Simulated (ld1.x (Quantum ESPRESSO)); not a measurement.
**Reading a pseudo-wave (chromium)**

Columns: radius, all-electron u(r) and pseudo u(r) of the 4p shell (level -1.08 eV) of chromium in the configuration [Ar] 3d5 4s1 4p0; LDA (PZ), scalar-relativistic, PAW scheme, ld1.x (Quantum ESPRESSO) 7.5.

```csv
r (bohr),all-electron,pseudo
0.235,0.0645,0.0059
0.470,-0.1032,0.0231
0.705,-0.1606,0.0507
0.940,-0.1157,0.0869
1.175,-0.0293,0.1298
1.410,0.0643,0.1768
1.645,0.1510,0.2255
1.880,0.2259,0.2734
2.115,0.2884,0.3184
2.350,0.3390,0.3586
2.585,0.3789,0.3928
2.820,0.4096,0.4201
3.055,0.4320,0.4405
3.290,0.4474,0.4541
3.525,0.4567,0.4617
3.760,0.4608,0.4640
3.995,0.4606,0.4623
4.230,0.4567,0.4573
4.465,0.4498,0.4499
4.700,0.4404,0.4404
4.935,0.4290,0.4290
5.170,0.4160,0.4160
5.405,0.4018,0.4018
5.640,0.3868,0.3868
5.875,0.3711,0.3711
6.110,0.3551,0.3551
```

(1) How many radial nodes do the two functions have?

(2) At about which radius was the pseudo-wave matched?

(3) Where does each function peak?

(4) Is the pseudo-wave norm-conserving?

Results:

(1) The all-electron 4p function has n − l − 1 = 2; the pseudo-wave has 0, since the states of the same l below it are removed with the core.

(2) 4.70 bohr, where the columns begin to agree (steps of 0.23 bohr).

(3) Outermost all-electron maximum near 3.76 bohr, pseudo maximum near 3.76 bohr (to the table’s step).

(4) No, it belongs to a PAW set: the norm inside the radius is not constrained, and the difference is carried by the augmentation charge.
